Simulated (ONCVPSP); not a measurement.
# Configuration tests for Mo (Z = 42) (ONCV)

Mo (Z = 42), optimised norm-conserving Vanderbilt (ONCV), made with ONCVPSP 4.0.1 (LDA (Perdew-Wang 92), scalar-relativistic). Core [Ar] 3d10, reference 4s2 4p6 4d4 (charge +2). Waves: 4s: rc 1.80 bohr, ncon 3, nbas 6, qcut 8.7 1/bohr, 3 projectors, debl 1.8 Ha; 4p: rc 1.20 bohr, ncon 4, nbas 8, qcut 5.8 1/bohr, 2 projectors, debl 1.9 Ha; 4d: rc 1.95 bohr, ncon 4, nbas 9, qcut 6.5 1/bohr, 1 projector. Local part: polynomial inside 1.05 bohr (lpopt 5, dvloc0 4 Ha). Core correction: Teter function fitted to the true core (icmod 2), fcfact 0.3.

In the s channel the program set the typed energies aside and used -3.046, 0.050, 1.850 Ha. In the p channel the program set the typed energies aside and used -2.091, 0.250 Ha.

Energies are relative to the spin-unpolarised reference configuration 4s2 4p6 4d4; without spin polarisation the order of configurations can differ from experiment.

**Question.** Give the all-electron excitation energy and the error of the potential for: 4s2 4p6 4d5 5s1; 4s2 4p6 4d5; 4s2 4p6 4d3; 4s2 4p5 4d5 5s1.

**Answer.**

```tsv
valence configuration	charge	ΔE all-electron (eV)	error AE − PS (meV)
4s2 4p6 4d5 5s1	0	-22.879	+0.9
4s2 4p6 4d5	+1	-15.701	+1.0
4s2 4p6 4d3	+3	26.962	+5.5
4s2 4p5 4d5 5s1	+1	21.214	-40
```
